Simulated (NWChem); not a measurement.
**What each level costs for HSi (+1)**

```xyz
2

Si     0.0000     0.0000     0.1028
H      0.0000     0.0000    -1.4391
```
Charge +1, spin multiplicity 1.

Everything below was run with NWChem. All single points use one geometry, from PBE/def2-SVP, a minimum by its harmonic frequencies.

Basis set: def2-QZVP (100 functions). Each entry is one whole single-point run; the coupled-cluster runs use the TCE module, and the SCF and DFT modules converge to different thresholds.

The correlated methods keep 5 core orbitals frozen. B3LYP has NWChem's definition, with VWN1-RPA local correlation. The structure started from a generated list of species.

Task: Roughly how much processor time does each of these take, relative to RHF: MP2, B2PLYP, PBE, B3LYP, LDA (SVWN5), CR-CCSD(T)?

Result: LDA (SVWN5) about the same, within a factor of 3; PBE about the same, within a factor of 3; B3LYP about the same, within a factor of 3; MP2 about the same, within a factor of 3; B2PLYP about the same, within a factor of 3; CR-CCSD(T) about 8 (rough ratios from shared machines).
